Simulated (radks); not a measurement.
Results of a calculation; reference values are marked as such.
These are the eigenvalues of the occupied orbitals of an atom or ion with whole-number occupations (hartree). Level of theory: Dirac Kohn-Sham, PBEsol, spin-unpolarised, spherical densities, finite nucleus; Fermi nuclear charge, rms radius of each element as measured or else 0.836 A^(1/3) + 0.57 fm (a radial shooting solver on a logarithmic mesh with Libxc functionals).

1s1/2: -31.26833
2s1/2: -2.03656
2p1/2: -1.18558
2p3/2: -1.18124

Which element is it, and in what charge state? The configuration may be excited. Open shells, if any, are shared by 2j + 1.

Answer. Z = 10, neon, charge +1: Ne+ in [He] 2s2 2p5. The list shows which subshells hold electrons but not how many an open one holds; the 1s level, -31.268 hartree, gives Z - s = 7.9 by -(Z - s)^2/2, which with screening and relativity narrows Z to a few neighbours, and the depths of the outer levels then fix element, charge and occupations together.
